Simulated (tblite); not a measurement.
Run record: tight-binding relaxation, `CC(C)[C@@H](C)[Si@H](F)Br`.

Computed with GFN2-xTB geometry optimisation, gas phase (tblite 0.8.0). Start geometry: from a force field or distance geometry. The command runs a driver script over a list of jobs; the input below is this job's line of settings and its coordinates in Å.

Command:
```bash
OMP_NUM_THREADS=1 python probes_run.py task.json out
```

Input:
```
{"job": {"kind": "relax", "xc": "GFN2-xTB", "basis": "xTB"}, "charge": 0, "multiplicity": 1}
C     -1.446900    -1.374600     0.209300
C     -0.884900    -0.063100    -0.343600
C     -1.322900     1.021400     0.557700
C      0.574100    -0.131300    -0.646200
C      1.180300     1.121100    -1.167500
Si     1.643900    -0.747400     0.726200
F      1.052900    -2.071100     1.544700
Br     2.195900     0.958500     2.135800
H     -2.414700    -1.641300    -0.275700
H     -1.724300    -1.169400     1.290500
H     -0.758000    -2.212600     0.138400
H     -1.413200     0.064300    -1.320300
H     -0.622700     1.829800     0.748100
H     -2.240600     1.478400     0.088300
H     -1.683500     0.663000     1.554500
H      0.679400    -0.887800    -1.465000
H      0.819500     2.044900    -0.693400
H      1.147800     1.193600    -2.281300
H      2.276900     1.078600    -0.911900
H      2.935700    -1.144100     0.108100
```

Give the output.

```
step      E/eV     max force
  0    -746.96288    2.948
  1    -747.31338    0.820
  2    -747.39121    0.669
  3    -747.44677    0.602
  4    -747.50020    0.620
  5    -747.53984    0.582
  6    -747.57137    0.435
  7    -747.58986    0.312
  8    -747.60761    0.404
  9    -747.62229    0.386
... (96 lines left out)
106    -748.00442    0.025
107    -748.00452    0.030
108    -748.00463    0.026
109    -748.00473    0.019
110    -748.00481    0.019
111    -748.00485    0.015
112    -748.00488    0.010
113    -748.00491    0.010
114    -748.00494    0.012
115    -748.00496    0.009
```

«max force» is the largest atomic force in eV/Å.

From which step on does the largest force stay under 0.1 eV/Å, and how much energy is left to gain from there?

From step 48 (0.098 eV/Å), 28.1 meV above the end.

Summary of the converged run: energy lowered by 24.0 kcal/mol over 115 steps; largest atomic force 0.009 eV/Å at the end.

Hardware: Arm Neoverse N1, one thread, no GPU (shared host). Cost: 1.9 s of wall time.
Labels such as C1 count atoms from 1, the log's own numbers from 0.
